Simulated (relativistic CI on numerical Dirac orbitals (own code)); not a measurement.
## Slater and spin-orbit integrals, Eu21+

These numbers are calculated, not measured: Dirac-Coulomb-Breit CI, orbitals from a KLI potential per configuration, model QED (radiative potential, 1s self-energy scaled to tabulated hydrogen-like ionisation energies), unscaled Slater integrals (own radial code, finite nucleus).

Slater integrals F^k, G^k are unscaled and averaged over j, outside the closed core [Ar] 3d10; ζ comes from projecting the Hamiltonian with its Breit term on Σ l·s of the shell.

- 4s2 4p6 4d6: F^2(4d,4d) = 175870, F^4(4d,4d) = 119300, ζ(4d) = 21388 cm⁻¹; <r>(4d) = 0.575, <r^2>(4d) = 0.3779 (bohr units).
- 4s2 4p5 4d7: ζ(4p) = 183090, F^2(4d,4d) = 175850, F^4(4d,4d) = 119280, F^2(4p,4d) = 179630, G^1(4p,4d) = 225870, G^3(4p,4d) = 143570, ζ(4d) = 21308 cm⁻¹; <r>(4p) = 0.5565, <r^2>(4p) = 0.3501, <r>(4d) = 0.575, <r^2>(4d) = 0.3779 (bohr units).
- 4s2 4p6 4d5 4f: F^2(4d,4d) = 175830, F^4(4d,4d) = 119270, ζ(4d) = 21397, F^2(4d,4f) = 173380, F^4(4d,4f) = 113490, G^1(4d,4f) = 191580, G^3(4d,4f) = 128060, G^5(4d,4f) = 92926, ζ(4f) = 2694.5 cm⁻¹; <r>(4d) = 0.5752, <r^2>(4d) = 0.3782, <r>(4f) = 0.5732, <r^2>(4f) = 0.3767 (bohr units).

Problem. Give the Racah parameters of the d shell in 4s2 4p6 4d6.

Solution. B = F²/49 − 5F⁴/441 = 2237 cm⁻¹ and C = 35F⁴/441 = 9468 cm⁻¹.

Averages of the first 10 configurations, taken without configuration mixing, which lowers the lowest level and can move excited configurations by several eV; other configurations of the list can lie among them:

| Configuration | Parity | States | Average energy above the lowest level (eV) |
| --- | --- | --- | --- |
| 4s2 4p6 4d6 | even | 210 | 15.5 |
| 4s2 4p5 4d7 | odd | 720 | 156.8 |
| 4s2 4p6 4d5 4f | odd | 3528 | 162.2 |
| 4s2 4p4 4d8 | even | 675 | 300.5 |
| 4s 4p6 4d7 | even | 240 | 258.1 |
| 4p6 4d8 | even | 45 | 504.2 |
| 4s2 4p6 4d5 5s | even | 504 | 226.5 |
| 4s 4p6 4d6 4f | odd | 5880 | 403.2 |
| 4s2 4p6 4d5 5p | odd | 1512 | 264.9 |
| 4s2 4p6 4d5 5d | even | 2520 | 320.0 |
